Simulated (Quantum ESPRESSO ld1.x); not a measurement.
The numbers below are computed, except where a source is named.
Task: The aim is the gold ion Au+ in [Xe] 4f14 5d10. This ld1.x (Quantum ESPRESSO 7.5) run was made with `OMP_NUM_THREADS=1 ld1.x < ld1.in > ld1.out`. Can the result be used? Name any fault.

```
 &input
    zed=79.0,
    iswitch=1,
    rel=0,
    dft='BLYP',
    config='[Xe] 4f14 5d10 5d10',
    prefix='ld1',
    max_out_wfc=37,
    file_charge='ld1.rho',
 /
```

Output (excerpt):

```
     Program LD1 v.7.5 starts

 %%%%%%%%%%%%%%%%%%%%%%%%%%%%%%%%%%%%%%%%%%%%%%%%%%%%%%%%%%%%%%%%%%%%%%%%%%%%%%
     Error in routine el_config (14):
     wavefunction 5D found too many times
 %%%%%%%%%%%%%%%%%%%%%%%%%%%%%%%%%%%%%%%%%%%%%%%%%%%%%%%%%%%%%%%%%%%%%%%%%%%%%%

     stopping ...
```

Result: No (refused). The line at issue: config='[Xe] 4f14 5d10 5d10'. The program stops in el_config with "wavefunction 5D found too many times": a shell may stand twice only as spin up and down (lsd = 1) or as its two j (rel = 2, l > 0), within their capacities. The sound input gives -17869.702 hartree.
